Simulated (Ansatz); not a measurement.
```xyz
2

Li    0.0003    0.0069   -1.1417
F     0.0086    0.0050    0.3841
```

Basis set: 6-31G* (spherical functions). Left uncorrelated: 1 orbital. Charge 0, multiplicity 1.

Computed with Ansatz (development build ahead of 0.2.0); each method stands on the lowest determinant of its kind that the runs found. Restricted open shells among the atoms or ions are ROHF, correlated in semicanonical orbitals with singles.

The atomization energy at this shape (free ground-state atoms in the same class of orbitals less the molecule, no zero-point energy) of singlet LiF:

```tsv
method	atomization energy
RHF-MP2	130.10 kcal/mol
```

**Question.** What does RHF give?

**Answer.** 88.69 kcal/mol.
